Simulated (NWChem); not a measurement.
System: C$_{2}$H$_{7}$NOSi; SMILES C(=C)O[SiH2]N

The following NWChem deck was run.

```
start job
memory heap 200 mb stack 900 mb global 1100 mb
geometry units angstroms noautosym nocenter noautoz
  C     -0.870464    -1.889383    -0.385850
  C      0.305964    -1.669729     0.210771
  O      0.909378    -0.487832     0.420837
  Si     0.488603     1.036257    -0.183313
  N     -0.967210     1.725959     0.403243
  H     -1.496451    -1.084233    -0.778319
  H     -1.234273    -2.912035    -0.493181
  H      0.899974    -2.505176     0.600869
  H      1.629076     1.872337     0.264231
  H      0.362473     0.917000    -1.662961
  H     -1.053989     2.024809     1.367878
  H     -1.867780     1.473769     0.013931
end
basis spherical
  C library def2-svp
  O library def2-svp
  Si library def2-svp
  N library def2-svp
  H library def2-svp
end
dft
  xc b3lyp
  iterations 150
end
cosmo
  do_cosmo_smd true
  solvent acetone
end
task dft energy
```

The geometry was optimised at PBE0/def2-SVP. No frequency run checked for a minimum. Solvent: acetone.

Level: B3LYP/def2-SVP with SMD (1 M gas to 1 M solution), gas-phase geometry. Reactions with the solvent are ignored.

Question: Predict the main results of this run. (B3LYP/def2-SVP, SMD on the gas-phase geometry.) Quantities: solvation free energy (kcal/mol); cavity-dispersion-structure term (kcal/mol); dipole in solution (D).

Answer: 
```yaml
solvation free energy (kcal/mol): -4.0
cavity-dispersion-structure term (kcal/mol): 1.1
dipole in solution (D): 2.03
```
